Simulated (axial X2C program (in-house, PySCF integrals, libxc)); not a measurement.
**FCuF⁻: properties at the nuclei**

Calculated with an in-house all-electron X2C program for linear molecules (integrals from PySCF): two-component X2C with atomic mean-field Coulomb and Gaunt terms, Gaussian nuclei, basis F dyall-av3z, Cu dyall-v3z with contracted cores.

F–Cu–F held linear, with bonds 1.787 and 1.787 Å (near the PBE0 minimum at charge -1 of the determinant lowest at the starting distance; the state shown can have its own minimum elsewhere, held linear; other orders of the atoms were not compared).

Determinant lowest in the PBE0 search, Ω = 0 (closed shell), highest spinor 64% Cu d, 19% Cu s, 14% F p:

```
level  qzz F (a.u.)  qzz Cu (a.u.)
 PBE0          1.02          -0.45
   HF          0.73          -1.53
TPSSh          1.08          -0.30
```

qzz is the electric field gradient, eQq0 = 234.96 MHz × Q/barn × qzz. The operators were transformed with the bare-nucleus X2C matrices; with these basis sets, hyperfine constants and field gradients can be off by tens of per cent, and where levels differ in sign neither size nor sign is settled.

The molecule was held linear; bending was not examined, so a bent shape may lie lower.

Each state is one determinant with collinear spin. For an anion, determinants above electron detachment, or with a positive highest level, are held by the basis set. The search compared states at one distance, so a state with another bond length can lie lower. Where a field gradient or hyperfine factor spreads by more than a factor of two over the levels, a constant derived from it is not to be relied on.
